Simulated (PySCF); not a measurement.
Vertical excitations of a molecule C₃H₇BF₂O from PySCF 2.14.0 with TDA-PBE/def2-SVPD, as energy in eV (oscillator strength): 6.37 (0.006), 6.81 (0.013), 7.06 (0.008), 7.40 (0.025), 7.68 (0.004), 7.72 (0.004). Lowest triplet (TDA): 6.14 eV. The structure is a stationary point at B3LYP-D3(BJ)/def2-SVP. Other conformers were not sampled.

### Question
Which molecule gave these data?
(A) CC[C@@H](F)B(O)F
(B) COCB(F)CF
(C) CC(C)OB(F)F
(D) CB(O)CC(F)F

### Answer
A, CC[C@@H](F)B(O)F
